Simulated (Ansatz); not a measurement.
Relaxation of BCl₂H₄InSi (9 atoms, charge 0, multiplicity 1), to a largest force component of 0.015 eV/Å in at most 40 steps.

Level of theory: RKS BLYP-D4/def2-SVP in Ansatz 0.2.0.

```xyz
9
Properties=species:S:1:pos:R:3:forces:R:3
B 0.071 0.634 1.427 -1.41 0.99 -0.72
Si -0.917 -0.121 -0.085 -1.55 3.75 3.48
In 1.101 -0.907 -1.163 17.84 43.39 17.75
Cl 0.336 -2.215 -1.238 -38.52 -72.19 -5.09
Cl 2.176 0.210 -1.887 23.79 24.66 -15.29
H -0.533 0.832 2.447 0.33 -0.70 0.73
H 1.111 1.171 1.254 0.91 0.22 -0.05
H -2.208 -0.544 0.344 -1.37 -0.86 0.06
H -1.049 0.894 -1.116 0.00 0.74 -0.87
```

Task: Where does it end, and by what steps?

Result: It converged. After 31 steps the energy has fallen by 29.582 eV; H6 moved furthest, 1.37 Å. The start is strongly strained (largest force component 72 eV/Å). Joined: B1–In3.

```json
{"step": "0", "energy less start (eV)": "0.0000", "largest force component (eV/Å)": "72.193", "accepted": "yes"}
{"step": "2", "energy less start (eV)": "-24.0444", "largest force component (eV/Å)": "10.363", "accepted": "yes"}
{"step": "4", "energy less start (eV)": "-28.4619", "largest force component (eV/Å)": "1.561", "accepted": "yes"}
{"step": "6", "energy less start (eV)": "-29.2903", "largest force component (eV/Å)": "1.028", "accepted": "yes"}
{"step": "8", "energy less start (eV)": "-29.5020", "largest force component (eV/Å)": "0.157", "accepted": "yes"}
{"step": "10", "energy less start (eV)": "-29.5427", "largest force component (eV/Å)": "0.225", "accepted": "yes"}
{"step": "12", "energy less start (eV)": "-29.5507", "largest force component (eV/Å)": "0.055", "accepted": "yes"}
{"step": "14", "energy less start (eV)": "-29.5560", "largest force component (eV/Å)": "0.039", "accepted": "yes"}
{"step": "16", "energy less start (eV)": "-29.5590", "largest force component (eV/Å)": "0.046", "accepted": "yes"}
{"step": "18", "energy less start (eV)": "-29.5601", "largest force component (eV/Å)": "0.254", "accepted": "no"}
{"step": "20", "energy less start (eV)": "-29.5719", "largest force component (eV/Å)": "0.095", "accepted": "yes"}
{"step": "22", "energy less start (eV)": "-29.5711", "largest force component (eV/Å)": "0.209", "accepted": "no"}
{"step": "24", "energy less start (eV)": "-29.5807", "largest force component (eV/Å)": "0.038", "accepted": "yes"}
{"step": "26", "energy less start (eV)": "-29.5816", "largest force component (eV/Å)": "0.034", "accepted": "yes"}
{"step": "28", "energy less start (eV)": "-29.5821", "largest force component (eV/Å)": "0.035", "accepted": "yes"}
{"step": "30", "energy less start (eV)": "-29.5823", "largest force component (eV/Å)": "0.020", "accepted": "yes"}
{"step": "31", "energy less start (eV)": "-29.5823", "largest force component (eV/Å)": "0.010", "accepted": "yes"}
```

```xyz
9
Properties=species:S:1:pos:R:3
B 0.046 0.602 1.315
Si -1.393 0.646 0.038
In 0.875 -0.765 -0.788
Cl 1.020 -3.149 -0.651
Cl 2.552 0.187 -2.204
H 0.117 -0.326 2.092
H 0.911 1.448 1.258
H -2.483 -0.379 -0.052
H -1.556 1.691 -1.024
```

Time of the run: 2.4 min on 2 threads of Arm Neoverse N1 (shared host), peak memory 0.18 GiB.
